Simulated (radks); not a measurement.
Charge is removed step by step from the 2s level of the neon ion Ne+, starting from [He] 2s2 2p5. Method: scalar-relativistic Kohn-Sham, BLYP, spin-unpolarised, spherical densities, point nucleus; computed with a radial shooting solver on a logarithmic mesh with Libxc functionals.

removed (e)  E - E(0) (eV)  eigenvalue (eV)  E minus straight line (eV)
0                    0.000          -55.514                       0.000
0.1                  5.657          -57.643                      -0.991
0.2                 11.529          -59.796                      -1.768
0.3                 17.617          -61.973                      -2.329
0.4                 23.924          -64.173                      -2.670
0.5                 30.452          -66.395                      -2.791
0.6                 37.203          -68.640                      -2.688
0.7                 44.180          -70.906                      -2.360
0.8                 51.385          -73.194                      -1.804
0.9                 58.819          -75.503                      -1.018
1                   66.485          -77.831                       0.000

Removing the whole electron costs 66.485 eV by Delta-SCF, against 55.514 eV from minus the eigenvalue at the starting occupation. Slater's transition state (half an electron removed) gives 66.395 eV. Integrating minus the eigenvalue over the occupation (Janak's theorem) gives 66.488 eV. In this scalar-relativistic scheme the density is built from large components alone, so the theorem holds only approximately. The mean slope of the eigenvalue, de/dn, is 22.3 eV per electron.
